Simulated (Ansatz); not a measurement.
nido-B5H9 (I for H, site a on B) (B₅H₈I), relaxed as a singlet with RKS B3LYP-D4/def2-SVP in Ansatz, starting from the GFN2-xTB geometry. Force threshold 0.02 eV/Å.

In the def2 sets I takes a core potential; there is no spin–orbit coupling. Another isomer (singlet) lies 0.06 eV lower at PBE0-D4/def2-TZVP; other spin states weren't run for this one.

Start:

| atom | x (Å) | y (Å) | z (Å) |
| --- | --- | --- | --- |
| B1 | -0.6089 | -0.1420 | 1.1431 |
| B2 | 0.6906 | -0.9862 | 0.1488 |
| B3 | -0.7982 | -0.4347 | -0.5113 |
| B4 | -0.6365 | 1.2096 | -0.0774 |
| B5 | 0.5728 | 0.3390 | -1.1214 |
| I6 | 1.4463 | -3.0201 | 0.1072 |
| H7 | -1.2511 | -0.4762 | 2.0616 |
| H8 | -1.6387 | -1.0231 | -1.0736 |
| H9 | -1.3653 | 2.1067 | -0.2615 |
| H10 | 0.9879 | 0.4448 | -2.2094 |
| H11 | 0.7211 | -0.5341 | 1.3741 |
| H12 | 1.6028 | -0.1723 | -0.3107 |
| H13 | 0.5902 | 1.5331 | -0.5010 |
| H14 | -0.3131 | 1.1554 | 1.2313 |

```json
{"step": "1", "energy (eV)": "-11614.0410", "largest force component (eV/Å)": "1.125", "SCF passes": "16"}
{"step": "2", "energy (eV)": "-11614.1447", "largest force component (eV/Å)": "0.346", "SCF passes": "20"}
{"step": "3", "energy (eV)": "-11614.1592", "largest force component (eV/Å)": "0.182", "SCF passes": "21"}
{"step": "4", "energy (eV)": "-11614.1649", "largest force component (eV/Å)": "0.110", "SCF passes": "21"}
{"step": "5", "energy (eV)": "-11614.1667", "largest force component (eV/Å)": "0.031", "SCF passes": "21"}
{"step": "6", "energy (eV)": "-11614.1668", "largest force component (eV/Å)": "0.013", "SCF passes": "13"}
```

Force components are those of the run's own axes.

End:

```tsv
atom	x (Å)	y (Å)	z (Å)
B1	-0.593	-0.163	1.127
B2	0.634	-1.018	0.112
B3	-0.831	-0.456	-0.533
B4	-0.640	1.175	-0.082
B5	0.574	0.317	-1.104
I6	1.504	-3.000	0.141
H7	-1.232	-0.461	2.092
H8	-1.708	-1.021	-1.113
H9	-1.352	2.121	-0.251
H10	1.016	0.463	-2.204
H11	0.701	-0.493	1.362
H12	1.574	-0.134	-0.306
H13	0.614	1.515	-0.459
H14	-0.262	1.155	1.217
```

By distances, no bond broke or formed. The bond that changes most is B2–H12, from 1.31 to 1.36 Å (atoms count from 1).

No frequencies were taken in this run, so the end may be a saddle point.

Hardware: 4 threads of Arm Neoverse V2 on a shared host. Wall time 14 s.
